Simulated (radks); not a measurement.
Task: Coherent X-ray form factor from a spherical all-electron density. Calculated with a radial shooting solver on a logarithmic mesh with Libxc functionals: scalar-relativistic Kohn-Sham, r2SCAN, spin-polarised, spherical densities, finite nucleus; meta-GGA in the generalised Kohn-Sham scheme; Fermi nuclear charge, rms radius of each element as measured or else 0.836 A^(1/3) + 0.57 fm.

sin(theta)/lambda (1/angstrom),f0 (electrons)
0.05,53.867
0.1,51.161
0.15,47.917
0.2,44.614
0.25,41.462
0.3,38.596
0.4,33.812
0.5,29.944
0.6,26.649
0.8,21.537
1,18.204
1.25,15.437
1.5,13.148
2,9.187

The species is in the configuration that NIST lists as its ground one. Which atom or ion scatters so?

Result: The barium ion Ba+, [Xe] 6s1. Extrapolating in s^2 from the first two rows gives f0(0) = 54.8, near the electron count 55; among species with that count, the fall with angle is slower the higher Z, and the table is that of Z = 56; from so few rows the species is fixed only to a neighbour or two.
